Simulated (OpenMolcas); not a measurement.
Au6+ among 4 point charges of -1.3 e arranged as a tetrahedron (Td), 1.78 Å from the ion.
```
   1.0277    1.0277    1.0277  -1.30
   1.0277   -1.0277   -1.0277  -1.30
  -1.0277    1.0277   -1.0277  -1.30
  -1.0277   -1.0277    1.0277  -1.30
```

| Item | Value |
| --- | --- |
| Program | OpenMolcas 26.06 |
| Method | CASSCF |
| Basis | ANO-RCC-VDZP [7s6p4d2f] |
| Scalar Hamiltonian | DKH2, point nucleus |
| Active space | 5 electrons in 5 orbitals (5d) |
| State averaging | 2S+1 = 6 even, 1 root; 2S+1 = 4 even, 24 roots; 2S+1 = 2 even, 75 roots |
| Spin-orbit coupling | RASSI with atomic mean-field integrals over the reference wave functions |

Question: What is the spin-free ground state (labels of Td)?

Answer: 6A1, 1-fold in its orbital part, 100 % from free-ion S terms; it has the highest spin that d5 allows.

Question: What are the lowest two levels with spin-orbit coupling?

Answer: A 4-fold level Γ8, then a 2-fold level Γ7 72.7 cm-1 above it. Their leading multiplicities are 6 (79 %) and 6 (80 %).

Question: What is χT at 300 K?

Answer: 3.94 cm3 K/mol.

Question: Which ligand-field parameters describe the states?

Answer: A least-squares ligand-field fit to the states below 45000 cm-1, each weighted by its degeneracy and with a free common offset, gives 10Dq = -2640 cm-1 (negative for this site), B = 1035 cm-1 and C = 4335 cm-1 (C/B = 4.19), with an rms deviation of 11 cm-1. 

Without dynamic correlation the repulsion within the d shell is too large (B by tens of per cent), so at a given field states of lower spin stand too high. Point charges give a weaker field than real ligands, and real ions of this kind are as a rule low spin; the high spin found here belongs to the model. Point charges carry no covalency, so the field is a model and not that of real ligands. No measured value stands beside these numbers.
